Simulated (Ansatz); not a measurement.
`C[SiH](S)S` + H–F → `F[SiH](S)S` + CH₄  (ligand exchange at the Si–C bond)

Isolated molecules relaxed with PBE0-D4/def2-TZVP in Ansatz; ΔE leaves out vibrations. CBS: MP2 limit from def2 TZ/QZ plus the TZ coupled-cluster correction, frozen cores. This one scheme is used for every species. Functionals use def2-TZVPP. HSE06 is defined as in plane-wave codes. One conformer a species, not always the lowest.

| level | ΔE (kJ/mol) |
| --- | --- |
| LDA (SPW92) | -129.4 |
| r2SCAN-D4 | -141.8 |
| B97M-V | -148.8 |
| PBE0-D4 | -128.3 |
| HSE06-D4 | -128.0 |
| PBE-QIDH | -132.7 |
| BHLYP | -151.4 |
| CCSD/CBS(def2) | -136.3 |

Question: What does CCSD(T)/CBS give? (Estimate.)

Answer: Computed: -133.7 kJ/mol. The listed levels differ from it by 4.3, -8.1, -15.1, 5.4, 5.7, 1.0, -17.7, -2.6 kJ/mol.

Question: What do rigid-rotor, harmonic-oscillator terms from PBE0-D4/def2-TZVP frequencies (298.15 K, 1 bar) make of the CCSD(T)/CBS value? (Estimate.)

Answer: Ansatz gave: ΔZPE = +3.6 kJ/mol, ΔH = -131.3 kJ/mol, ΔS = -3 J/(mol·K), ΔG = -130.3 kJ/mol.

Largest T1 diagnostic among the species: 0.012.

In def2-TZVPP, CCSD(T) changes the Hartree–Fock value by +22.1 kJ/mol (the triples alone add +2.7 kJ/mol) and MP2 by +24.0 kJ/mol. Leaving LDA and LC-ωPBE aside and taking each functional with its dispersion term where it has one, the values, not all of them listed here, spread over 23.8 kJ/mol, from B97M-V to revPBE-D4. LDA lies +4.3 kJ/mol from PBE without D4.
